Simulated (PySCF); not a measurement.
Al(F)(I)(OH) (AlFHIO), SMILES [OH][Al]([F])[I]. Atoms are numbered in the order given.

```xyz
5

Al    -0.0272     1.3570     0.0000
F     -1.4839     2.1544     0.0000
I      0.0143    -1.0922     0.0000
O      1.4285     2.2107     0.0000
H      1.5200     3.1685     0.0000
```
Charge 0, spin multiplicity 1.

The structure is a stationary point at B3LYP-D3(BJ)/def2-SVP. The def2 effective core potentials stand for the cores of I; spin–orbit coupling is left out. The values are those of a single conformer.

These are TDDFT-ωB97X/def2-SVPD in PySCF values and carry that method's errors.

Vertical excitations. The molecule is in vacuum. State labels are in the subgroup Cs.

| state | symmetry | energy (eV) | λ (nm) | f | main pairs |
|---|---|---|---|---|---|
| S1 | A' | 5.80 | 214 | 0.023 | HOMO→LUMO 87 % |
| S2 | A" | 5.89 | 211 | 0.038 | HOMO−1→LUMO 87 % |
| S3 | A" | 6.51 | 190 | 0.000 | HOMO→LUMO+1 95 % |
| S4 | A' | 6.89 | 180 | 0.030 | HOMO−1→LUMO+1 85 % |
| S5 | A" | 7.65 | 162 | 0.045 | HOMO−3→LUMO 84 % |
| S6 | A' | 7.88 | 157 | 0.106 | HOMO−2→LUMO 46 %, HOMO−4→LUMO 18 %, HOMO→LUMO+7 13 % |
| S7 | A' | 7.95 | 156 | 0.111 | HOMO→LUMO+6 33 %, HOMO→LUMO+4 28 %, HOMO→LUMO+3 16 %, HOMO→LUMO+12 5 % |
| S8 | A" | 8.09 | 153 | 0.112 | HOMO−1→LUMO+4 26 %, HOMO−1→LUMO+6 24 %, HOMO−1→LUMO+3 23 %, HOMO−2→LUMO+1 8 % |
| S9 | A' | 8.10 | 153 | 0.101 | HOMO−4→LUMO 61 % |
| S10 | A" | 8.30 | 149 | 0.000 | HOMO−1→LUMO+7 53 %, HOMO−1→LUMO+6 22 %, HOMO−1→LUMO+10 12 % |
| T1 | A' | 5.47 | 227 | 0 | HOMO→LUMO 81 % |
| T2 | A" | 5.59 | 222 | 0 | HOMO−1→LUMO 81 % |
| T3 | A' | 6.38 | 194 | 0 | HOMO−1→LUMO+1 90 % |
| T4 | A" | 6.42 | 193 | 0 | HOMO→LUMO+1 95 % |
Triplets are in the Tamm–Dancoff approximation, which puts them higher than full response would, so one can lie above its singlet here.
